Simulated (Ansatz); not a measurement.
SrS, closed-shell singlet (the spin of the measured ground state), most abundant isotopes (31.9721 and 87.9056 u). Constants from fifth-degree fits in 1/R to seven points on the lowest solution found; no spin–orbit coupling, no relativity up to Kr; ω_e x_e and α_e move by some per cent with the fit.

Correlated levels freeze the inner cores; with def2 sets outer-core shells near the valence are correlated too.

Run with Ansatz (a program for electronic structure) with Gaussian orbitals. Values without a source in brackets are computed. In def2 rows elements past Kr take small-core potentials, without spin–orbit coupling.

| level | r_e (Å) | ω_e (cm⁻¹) | ω_e x_e (cm⁻¹) | α_e (cm⁻¹) |
|---|---|---|---|---|
| PBE/def2-TZVPP | 2.4383 | 388.3 | 1.06 | 0.000447 |
| CCSD(T)/def2-QZVPP | 2.4596 | 379.0 | 1.33 | 0.000484 |

D_e from total energies of the atoms and the molecule: 3.88 eV at PBE/def2-TZVPP; 3.27 eV at CCSD(T)/def2-QZVPP.

### Question
Derive the rotational constants, the centrifugal constant, the fundamental, the zero-point energy and the force constant, and test the Morse rule for the well depth.

### Answer

μ = 23.44493 u.
- PBE/def2-TZVPP: B_e = 16.8576/(μ r_e²) = 0.12094 cm⁻¹; B₀ = B_e − α_e/2 = 0.12071 cm⁻¹; D = 4B_e³/ω_e² = 4.69e-08 cm⁻¹; fundamental ω_e − 2ω_e x_e = 386 cm⁻¹; zero-point energy ω_e/2 − ω_e x_e/4 = 194 cm⁻¹; k = μ(2πcω_e)² = 208 N/m; the line J = 1 ← 0 at 2B₀ = 7.238 GHz; a Morse well would hold ω_e²/(4ω_e x_e) = 4.41 eV against the computed D_e of 3.88 eV
- CCSD(T)/def2-QZVPP: B_e = 16.8576/(μ r_e²) = 0.11886 cm⁻¹; B₀ = B_e − α_e/2 = 0.11862 cm⁻¹; D = 4B_e³/ω_e² = 4.68e-08 cm⁻¹; fundamental ω_e − 2ω_e x_e = 376 cm⁻¹; zero-point energy ω_e/2 − ω_e x_e/4 = 189 cm⁻¹; k = μ(2πcω_e)² = 198 N/m; the line J = 1 ← 0 at 2B₀ = 7.112 GHz; a Morse well would hold ω_e²/(4ω_e x_e) = 3.35 eV against the computed D_e of 3.27 eV

Measured for the ground state: r_e 2.4405 Å [Huber and Herzberg (1979), NIST Chemistry WebBook]; ω_e 388.38 cm⁻¹ [Huber and Herzberg (1979), NIST Chemistry WebBook].
